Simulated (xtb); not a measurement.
HSSi, SMILES [Si]=[SH+] (connectivity only; charge and spin as stated), charge +1, multiplicity 1. All values are semi-empirical tight-binding results from xtb (GFN2-xTB unless named), good for trends rather than for accurate numbers. Geometry: GFN2-xTB. The isomer is the one that the SMILES or the coordinates give; other isomers of the formula were not compared.

**Question.** Estimate the properties. (An estimate is asked for; the answer gives what the named calculation found.)

**Answer.** 
```
Quantity                                          Result
----------------------------------------  --------------
point group as xtb finds it                           Cs
orbital gap                                      2.45 eV
zero-point energy                           4.9 kcal/mol
G − E(el) at 298.15 K (modified RRHO)     -10.3 kcal/mol
static polarisability (D4 model)              52.6 bohr³
solvation energy, GFN2-xTB/ALPB(water)    -54.7 kcal/mol
solvation energy, GFN2-xTB/ALPB(acetone)  -44.6 kcal/mol
```
